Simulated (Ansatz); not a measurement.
Reaction (ligand exchange at a B–C bond): `CB(N)[SiH3]` + H–F → `NB(F)[SiH3]` + CH₄

Program: Ansatz. Geometries: PBE0-D4/def2-TZVP. ΔE: electronic, gas phase. CCSD(T)/CBS is the MP2 limit (def2-TZVPP, def2-QZVPP) plus CCSD(T) − MP2 in def2-TZVPP, frozen cores. This one scheme is used for every species. Each species was taken in one conformer, which may not be the lowest.

`CB(N)[SiH3]`:

Z-matrix (Å, degrees):
```
C
B 1 1.573
H 1 1.095 2 110.8
H 1 1.095 2 113.7 3 121.7
H 1 1.095 2 110.7 3 -116.7
N 2 1.392 1 120.4 3 -121.9
Si 2 2.029 1 121.5 3 58.1
H 6 1.006 2 123.8 1 -180.0
H 6 1.009 2 122.7 1 0.1
H 7 1.492 2 111.7 1 59.2
H 7 1.494 2 112.3 1 179.6
H 7 1.492 2 111.6 1 -60.0
```

H–F:

Cartesian coordinates in Å:
```
F -0.068 0.312 0.331
H 0.068 -0.312 -0.331
```

`NB(F)[SiH3]`:

```xyz
9

N     0.336   -0.429    1.561
B    -0.164   -0.704    0.292
F    -0.674   -1.927    0.072
Si   -0.145    0.658   -1.214
H     0.327   -1.108    2.306
H     0.734    0.458    1.810
H     0.668    0.173   -2.364
H    -1.522    0.929   -1.711
H     0.440    1.949   -0.750
```

CH₄:

Z-matrix (Å, degrees):
```
C
H 1 1.090
H 1 1.090 2 109.5
H 1 1.090 2 109.5 3 -120.0
H 1 1.090 2 109.5 3 120.0
```

```
      species  CCSD(T)/CBS(def2) energy (Eh)
`CB(N)[SiH3]`                     -411.48616
          H–F                     -100.39570
`NB(F)[SiH3]`                     -471.46894
          CH₄                      -40.46206
```

Q: Work out ΔE.

A: ΔE = (-471.46894) + (-40.46206) − (-411.48616) − (-100.39570) = -0.04914 Eh = -129.0 kJ/mol.

Largest T1 diagnostic among the species: 0.013.

At CCSD(T), def2-SVP lies −20.1 kJ/mol from the extrapolated value and def2-TZVPP −3.9 kJ/mol. Leaving LDA and LC-ωPBE aside and taking each functional with its dispersion term where it has one, the values, not all of them listed here, spread over 19.3 kJ/mol, from CAM-B3LYP-D4 to revPBE-D4. LDA lies +3.8 kJ/mol from PBE without D4. In def2-TZVPP, CCSD(T) changes the Hartree–Fock value by +25.8 kJ/mol (the triples alone add +2.5 kJ/mol) and MP2 by +28.7 kJ/mol.
